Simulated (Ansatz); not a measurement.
**Worked example: C2H6OSi + C2H10Si2 → C2H8Si2 + C2H8OSi**

Gas-phase species: C2H6OSi `C=C[SiH2]O`, singlet; C2H10Si2 `CC[SiH2][SiH3]`, singlet; C2H8Si2 `C=C[SiH2][SiH3]`, singlet; C2H8OSi `CC[SiH2]O`, singlet. The partners trade OH for SiH3; both sit on Si, so the bond types are kept.

Shapes, held fixed at every level: PBE0-D4/def2-TZVP. Flexible molecules stand in one conformer, not always the lowest. Programs: Ansatz 0.2.0. The zero-point and thermal change to 298 K, harmonic and unscaled (PBE0-D4/def2-TZVP), is -0.3 kJ/mol.

At CCSD(T)/CBS estimate; 1 Eh = 2625.50 kJ/mol:

```
 species  energy (Eh)
 C2H6OSi  -443.991098
C2H10Si2  -660.276144
 C2H8Si2  -659.041331
 C2H8OSi  -445.225896
```

Q: Work out ΔH(298 K) of the reaction at this level.

A: 
1. Products less reactants: (-659.041331) + (-445.225896) − [(-443.991098) + (-660.276144)] = 0.000015 Eh = 0.0 kJ/mol.
2. With the thermal change: 0.0 + (-0.3) = -0.3 kJ/mol.

Other levels give -1.4 (B2PLYP/def2-TZVPP) to +1.9 kJ/mol (CCSD/def2-SVP). No measured value is set beside it here. The CBS estimate extrapolates MP2 from def2-TZVPP and def2-QZVPP and adds CCSD(T) − MP2 in the triple-zeta set, cores frozen. The levels disagree on the sign, so it isn't settled. That is about zero within the method's error.
